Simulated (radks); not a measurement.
The numbers below are computed, except where a source is named.
Species: Mn III. Configuration: [Ar] 3d5.

Level of theory: Dirac Kohn-Sham, BLYP, spin-unpolarised, spherical densities, finite nucleus; open shells are shared between the two j in proportion to 2j + 1; Fermi nuclear charge, rms radius 3.7057 fm (a radial shooting solver on a logarithmic mesh with Libxc functionals).

Energy parts (hartree):
total: -1157.73472
kinetic: 1172.63778
electron-nucleus: -2750.55629
Hartree: 472.06994
exchange-correlation: -51.88614

Orbitals (lengths in bohr, moments of r in powers of bohr; r(90%) holds 90 % of the orbital's charge):
\begin{tabular}{lrrrrrr}
orbital & occ. & eigenvalue (hartree) & r(90%) & <1/r> & <r> & <r^2> \\ \hline
1s1/2 & 2 & -236.9818 & 0.109 & 24.93 & 0.06090 & 0.004987 \\
2s1/2 & 2 & -27.98561 & 0.433 & 5.322 & 0.2793 & 0.09221 \\
2p1/2 & 2 & -24.07153 & 0.402 & 5.267 & 0.2451 & 0.07398 \\
2p3/2 & 4 & -23.68768 & 0.407 & 5.180 & 0.2480 & 0.07563 \\
3s1/2 & 2 & -3.80424 & 1.28 & 1.664 & 0.8519 & 0.8381 \\
3p1/2 & 2 & -2.68935 & 1.39 & 1.537 & 0.8979 & 0.9510 \\
3p3/2 & 4 & -2.64251 & 1.40 & 1.517 & 0.9070 & 0.9702 \\
3d3/2 & 2 & -0.89709 & 1.99 & 1.162 & 1.151 & 1.716 \\
3d5/2 & 3 & -0.89255 & 2.00 & 1.157 & 1.155 & 1.730 \\
4s1/2 & 0 & -0.72420 & 3.80 & 0.5040 & 2.592 & 7.608 \\
4p1/2 & 0 & -0.52310 & 4.52 & 0.4225 & 3.062 & 10.66 \\
4p3/2 & 0 & -0.51916 & 4.55 & 0.4194 & 3.083 & 10.80 \\
\end{tabular}

The highest occupied level is 3d5/2 at -24.288 eV. The density falls to 0.001 e/bohr^3 at r = 3.11 bohr. For comparison, the ionisation energy in NIST's Atomic Spectra Database is 33.67 eV (measured). In exact Kohn-Sham theory the highest level is minus the ionisation energy, but local and semilocal functionals leave it too shallow, through self-interaction and a potential that decays too fast; potentials with the right tail come closer. Summed over all electrons, <r^2> = 16.73 bohr^2, which gives a Langevin (diamagnetic) susceptibility term of -13.2 x 10^-6 cm^3/mol.

Run on one thread of a shared host, so times are rough (Intel(R) Xeon(R) Platinum 8375C CPU @ 2.90GHz): 0.1 s of CPU time, 0.1 s wall, 18 iterations on 2198 mesh points.

Beside tabulated values, note that spin-unpolarised runs miss the spin-polarisation part of the exchange energy of open shells.
